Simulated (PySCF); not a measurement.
## I²⁺ (iodine, charge +2) across methods

[Kr] 4d10 5s2 5p3, high-spin 4S determinant. Computed with PySCF 2.14 in cc-pV5Z-PP with ECP28MDF (7s7p5d3f2g1h, 103 functions), with a scalar-relativistic core potential.

```csv
method,E (hartree),mean ε 5s α (eV),mean ε 5s β (eV),mean ε 5p α (eV),Σ⟨r²⟩ (bohr²),⟨S²⟩
M06-L,-294.7980,-37.232,-34.441,-25.402,39.78,3.751
PBE,-294.5980,-37.035,-34.551,-25.470,39.84,3.751
LDA,-294.1716,-37.213,-35.103,-25.536,39.84,3.750
PBE0,-294.6230,-39.354,-35.587,-26.893,39.83,3.751
r2SCAN,-294.7307,-37.985,-34.466,-26.002,39.74,3.751
wB97X-V,-294.5887,-42.119,-38.324,-29.106,39.87,3.751
UHF,-293.66308,-45.287,-37.236,-30.313,40.20,3.752
```

Question: Estimate the same row for TPSS.

Answer: E (hartree) = -294.4994; mean ε 5s α (eV) = -37.249; mean ε 5s β (eV) = -34.336; mean ε 5p α (eV) = -25.605; Σ⟨r²⟩ (bohr²) = 39.84; ⟨S²⟩ = 3.751.

Energies and moments cover only the electrons outside the core potential.
